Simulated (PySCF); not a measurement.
C2H3O (SMILES [CH2-]C=O), charge -1, singlet, geometry from GFN2-xTB; PySCF with CCSD(T)/6-31G**.

The PySCF input:
```python
from pyscf import gto, scf, cc

mol = gto.M(
    atom='''
O     1.14119970    0.27275617   -0.37828883
C     0.01399973    0.30902939    0.19007090
H    -0.19132679    1.20747699    0.86167798
C    -1.01879722   -0.56413534    0.13347947
H    -1.93523585   -0.39299447    0.68579554
H    -0.97425000   -1.46589618   -0.46246509
''',
    basis='6-31g**',
    charge=-1,
    verbose=4,
)

mf = scf.RHF(mol)
mf.kernel()

mycc = cc.CCSD(mf)
mycc.kernel()
et = mycc.ccsd_t()
print('E(CCSD(T)) = %.10f' % (mycc.e_tot + et))
```

Write the output that PySCF gives for this input, abridged.


```
PySCF version 2.14.0

[INPUT] verbose = 4
[INPUT] num. atoms = 6
[INPUT] num. electrons = 24
[INPUT] charge = -1
[INPUT] spin (= nelec alpha-beta = 2S) = 0
[INPUT] symmetry False subgroup None
[INPUT] Mole.unit = angstrom
[INPUT] Symbol           X                Y                Z      unit          X                Y                Z       unit  Magmom
[INPUT]  1 O      1.141199700000   0.272756170000  -0.378288830000 AA    2.156554886436   0.515434460085  -0.714862284682 Bohr   0.0
[INPUT]  2 C      0.013999730000   0.309029390000   0.190070900000 AA    0.026455655518   0.583980911541   0.359181945250 Bohr   0.0
[INPUT]  3 H     -0.191326790000   1.207476990000   0.861677980000 AA   -0.361555233392   2.281800812814   1.628335389768 Bohr   0.0
[INPUT]  4 C     -1.018797220000  -0.564135340000   0.133479470000 AA   -1.925247722268  -1.066061289788   0.252239641552 Bohr   0.0
[INPUT]  5 H     -1.935235850000  -0.392994470000   0.685795540000 AA   -3.657065742940  -0.742651916769   1.295965748048 Bohr   0.0
[INPUT]  6 H     -0.974250000000  -1.465896180000  -0.462465090000 AA   -1.841065676858  -2.770142307246  -0.873932362272 Bohr   0.0

nuclear repulsion = 63.613097532359
number of shells = 27
number of NR pGTOs = 102
number of NR cGTOs = 57
basis = 6-31g**
ecp = {}

******** <class 'pyscf.scf.hf.RHF'> ********
method = RHF
initial guess = minao
damping factor = 0
level_shift factor = 0
DIIS = <class 'pyscf.scf.diis.CDIIS'>
diis_start_cycle = 1
diis_space = 8
diis_damp = 0
SCF conv_tol = 1e-09
SCF conv_tol_grad = None
SCF max_cycles = 50
direct_scf = True
direct_scf_tol = 1e-13
Set gradient conv threshold to 3.16228e-05
Initial guess from minao.
init E= -152.583971815843
  HOMO = -0.216352937844901  LUMO = 0.107666712837979  gap/eV = 8.81702
cycle= 1 E= -152.174275453491  delta_E= 0.41  |g|= 0.709  |ddm|= 2.24
  HOMO = 0.0241461270586498  LUMO = 0.460859517573409  gap/eV = 11.88358
cycle= 2 E= -152.237287682175  delta_E= -0.063  |g|= 0.514  |ddm|= 1.18
  HOMO = -0.0457613617729038  LUMO = 0.473465458590595  gap/eV = 14.12888
cycle= 3 E= -152.286792639215  delta_E= -0.0495  |g|= 0.0541  |ddm|= 0.538
  HOMO = -0.0596646359132134  LUMO = 0.468007105393038  gap/eV = 14.35868
cycle= 4 E= -152.28792663914  delta_E= -0.00113  |g|= 0.0187  |ddm|= 0.0864
  HOMO = -0.0552216073901644  LUMO = 0.471324820274884  gap/eV = 14.32806
cycle= 5 E= -152.288068504811  delta_E= -0.000142  |g|= 0.00505  |ddm|= 0.0359
  HOMO = -0.055557041032241  LUMO = 0.471120707682745  gap/eV = 14.33163
cycle= 6 E= -152.288096122382  delta_E= -2.76e-05  |g|= 0.00245  |ddm|= 0.0211
  HOMO = -0.0555431881196942  LUMO = 0.471040930218974  gap/eV = 14.32908
cycle= 7 E= -152.288100382164  delta_E= -4.26e-06  |g|= 0.000738  |ddm|= 0.00888
  HOMO = -0.0554342157767538  LUMO = 0.471218526985598  gap/eV = 14.33095
cycle= 8 E= -152.288100707787  delta_E= -3.26e-07  |g|= 0.000256  |ddm|= 0.00168
  HOMO = -0.05543474008969  LUMO = 0.471197496240537  gap/eV = 14.33039
cycle= 9 E= -152.288100749061  delta_E= -4.13e-08  |g|= 6.27e-05  |ddm|= 0.00063
  HOMO = -0.0554263225983309  LUMO = 0.471197976773742  gap/eV = 14.33018
cycle= 10 E= -152.288100752021  delta_E= -2.96e-09  |g|= 1.25e-05  |ddm|= 0.000159
  HOMO = -0.055424721155835  LUMO = 0.471198229411537  gap/eV = 14.33014
cycle= 11 E= -152.288100752125  delta_E= -1.04e-10  |g|= 1.86e-06  |ddm|= 2.98e-05
  HOMO = -0.0554245660624879  LUMO = 0.471198258949945  gap/eV = 14.33014
Extra cycle  E= -152.288100752128  delta_E= -2.27e-12  |g|= 8.07e-07  |ddm|= 3.99e-06
converged SCF energy = -152.288100752128

******** <class 'pyscf.cc.ccsd.CCSD'> ********
CC2 = 0
CCSD nocc = 12, nmo = 57
max_cycle = 50
direct = 0
conv_tol = 1e-07
conv_tol_normt = 1e-05
diis_space = 6
diis_start_cycle = 0
diis_start_energy_diff = 1e+09
Init t2, MP2 energy = -152.748629279271  E_corr(MP2) -0.460528527143141
Init E_corr(CCSD) = -0.460528527143426
cycle = 1  E_corr(CCSD) = -0.464978073995712  dE = -0.00444954685  norm(t1,t2) = 0.0661328
cycle = 2  E_corr(CCSD) = -0.478684437061141  dE = -0.0137063631  norm(t1,t2) = 0.0236131
cycle = 3  E_corr(CCSD) = -0.478660184091525  dE = 2.42529696e-05  norm(t1,t2) = 0.014043
cycle = 4  E_corr(CCSD) = -0.481013230406049  dE = -0.00235304631  norm(t1,t2) = 0.00568158
cycle = 5  E_corr(CCSD) = -0.481087995589756  dE = -7.47651837e-05  norm(t1,t2) = 0.00136716
cycle = 6  E_corr(CCSD) = -0.480944009407098  dE = 0.000143986183  norm(t1,t2) = 0.000534992
cycle = 7  E_corr(CCSD) = -0.480927899832592  dE = 1.61095745e-05  norm(t1,t2) = 0.000145976
cycle = 8  E_corr(CCSD) = -0.480931789601193  dE = -3.8897686e-06  norm(t1,t2) = 5.18493e-05
cycle = 9  E_corr(CCSD) = -0.480933990621476  dE = -2.20102028e-06  norm(t1,t2) = 2.49884e-05
cycle = 10  E_corr(CCSD) = -0.480934075610762  dE = -8.49892853e-08  norm(t1,t2) = 7.59159e-06
CCSD converged
E(CCSD) = -152.7690348277383  E_corr = -0.4809340756107616
CCSD(T) correction = -0.0153513392252547
E(CCSD(T)) = -152.7843861670
```
